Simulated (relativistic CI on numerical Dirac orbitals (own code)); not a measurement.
# Sc³⁺ in a cubic cluster: 2p photoemission with charge transfer

Computed with a charge-transfer multiplet model of a cubic metal-ligand cluster with up to 2 ligand holes, Slater and spin-orbit integrals from Dirac-Coulomb-Breit ions, Slater integrals scaled by 0.9. The parameters are those of a tetrahedral site (10Dq negative, t2 hopping the larger). The ground state mixes d0 with configurations of k ligand holes L, whose averages lie at kΔ + k(k − 1)U_dd/2; a core hole lowers each added d electron by U_cd. 300 K, Lorentzian 0.6 eV and Gaussian 0.8 eV FWHM.

Atomic integrals in eV (Slater integrals scaled, ζ unscaled), ground: F2dd 5.299, F4dd 3.246, zeta_d 0.005; with the core hole: F2dd 5.299, F4dd 3.246, zeta_d 0.020, zeta_core 3.003, F2cd 4.627, G1cd 3.325, G3cd 1.884. Where a configuration has fewer than two d electrons, the dd integrals are those of d2.

Cluster parameters (eV): U_dd = 4.5, U_cd = 5.8, 10Dq = -0.25, 10Dq(ligand) = 0, V(eg) = 1.25, V(t2g) = -2.12, final-state hopping factor = 1.

```
      Case   n_d    d0   d1L  d2L2     S
Δ = 3.8 eV  0.60  0.48  0.44  0.08  0.00
Δ = 4.8 eV  0.52  0.54  0.40  0.06  0.00
Δ = 5.8 eV  0.45  0.60  0.36  0.05  0.00
```

Weights, n_d and S are thermal averages at 300 K. Binding energies count from the first peak over 30 % of the highest in each spectrum, which can be another peak from case to case. The parameters are a model scan and need not match a compound or its usual spin state. Peaks in eV (height, largest 100):
- Δ = 3.8 eV: 0.0 (100), 4.9 (28), 10.7 (12), 15.1 (5)
- Δ = 4.8 eV: 0.0 (100), 4.2 (29), 10.2 (14), 14.8 (7)
- Δ = 5.8 eV: 0.0 (100), 4.1 (34), 10.0 (14), 14.5 (7)

Curve for Δ = 3.8 eV (points under 2 left out, the grid thinned):

```tsv
E (eV)	Intensity
-2.8	2.1
-2.4	2.9
-2.0	4.2
-1.7	5.9
-1.3	10.8
-0.9	25.0
-0.5	61.0
-0.1	98.4
0.2	90.6
0.6	47.3
1.0	19.2
1.4	9.4
1.8	6.2
2.1	5.4
2.5	6.0
2.9	9.3
3.3	16.0
3.7	22.8
4.0	25.6
4.4	26.8
4.8	27.8
5.2	26.6
5.6	19.1
5.9	12.8
6.3	8.0
6.7	5.2
7.1	3.1
7.4	2.3
8.5	2.2
8.9	2.8
9.3	3.8
9.7	6.1
10.0	8.6
10.4	11.2
10.8	11.6
11.2	9.6
11.6	5.6
11.9	3.4
14.1	2.2
14.5	3.8
14.9	5.2
15.3	5.2
15.6	4.7
16.0	3.6
16.4	2.3
```

A d0 ion has no d-d gap: its lowest excitations are ligand-to-metal charge transfer. With the core hole the configuration with one ligand hole lies at Δ − U_cd = -2.0, -1.0, 0.0 eV from the one without, in the order of the table; where this is negative the screened configuration lies lower, though the effective hopping of about 5.6 eV (from the holes of the mixed ground state) mixes the two strongly wherever it is as large as the gap.
